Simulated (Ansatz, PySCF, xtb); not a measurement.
Protons, H atoms and electrons added to or taken from C=[SiH2]. All species are isolated molecules in the gas phase. Strings in code marks are SMILES.

Quantity: gas-phase deprotonation enthalpy at 298 K, in kJ/mol. The restricted reference of `C=[SiH2]` and `C=[SiH-]` is unstable towards unrestricted orbitals. Thermal and zero-point terms are GFN2-xTB rigid-rotor harmonic values (xtb). Levels without diffuse functions put anions too high.

Level 1: frozen-core MP2/aug-cc-pVTZ // PBE0-D4/def2-TZVPD (Ansatz, a first-principles code)
Level 2: PBE/6-31G* // PBE0-D4/def2-TZVPD (PySCF)
Level 3: HF/6-31G* // PBE0-D4/def2-TZVPD (PySCF)
Level 4: HF/STO-3G // PBE0-D4/def2-TZVPD (PySCF)

```tsv
species	level 2	level 3	level 4
proton removed from Si2: `C=[SiH-]`	1512.0	1533.6	1993.2
```

What does level 1 give for each?


- proton removed from Si2: `C=[SiH-]`: 1485.4
